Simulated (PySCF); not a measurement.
**BeS⁻ at UHF-MP2**

Level: UHF-MP2. PySCF, no relativity, basis sets Be aug-pcseg-1, S aug-pcseg-1.

| Item | Value |
| --- | --- |
| state | ²Σ⁺ (doublet), unpaired electrons σ ↑ |
| bond length | 3.476 bohr |
| harmonic wavenumber | 868 cm⁻¹ |
| force constant | 3.12 mdyn/Å |
| rotational constant Be | 0.7086 cm⁻¹ |
| anharmonicity ωexe | 4.69 cm⁻¹ |
| vibration–rotation constant αe | 0.00597 cm⁻¹ |

Correlated steps freeze 5 core orbitals. The state is the lowest determinant that a PBE0 search found; another state may lie lower at other levels.
